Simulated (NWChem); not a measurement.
Species: CH7AlSi; SMILES [CH3][AlH][SiH3]

```xyz
10

Al    -0.4969    -0.6238     0.3558
H     -1.9087    -0.8354     1.0720
C      0.5447    -2.2000    -0.1599
H      0.7571    -2.8261     0.7246
H      1.5035    -1.9638    -0.6459
H     -0.0380    -2.8365    -0.8490
Si     0.2576     1.6870    -0.0430
H      1.5920     1.7700    -0.7221
H      0.3676     2.4490     1.2460
H     -0.7231     2.4353    -0.8989
```
Atoms are numbered in this order, from 1.

Level: PBE0/def2-SVP (NWChem), optimised geometry, unscaled harmonic frequencies. 

| frequency (cm⁻¹) | IR intensity (km/mol) |
|---|---|
| 23 | 0.0 |
| 26 | 0.0 |
| 129 | 4.0 |
| 338 | 59.1 |
| 362 | 3.5 |
| 425 | 29.4 |
| 430 | 3.3 |
| 570 | 12.5 |
| 636 | 59.0 |
| 658 | 101.2 |
| 757 | 315.2 |
| 861 | 98.3 |
| 931 | 36.8 |
| 936 | 41.2 |
| 1207 | 22.7 |
| 1414 | 1.6 |
| 1421 | 2.8 |
| 1904 | 225.1 |
| 2193 | 65.0 |
| 2198 | 92.7 |
| 2208 | 98.6 |
| 3040 | 2.0 |
| 3128 | 3.3 |
| 3162 | 3.1 |

The zero-point energy comes out as 41.4 kcal/mol, the thermal correction to the enthalpy at 298.15 K (with zero-point energy) is 46.6 kcal/mol and the heat capacity Cv is 23.4 cal/(mol K). The entropy at 298.15 K and 1 atm (symmetry number 1) comes out as 85.8 cal/(mol K) and the dipole moment is 1.21 D.

Rigid rotor and harmonic oscillator; modes under 100 cm⁻¹ make the entropy uncertain.
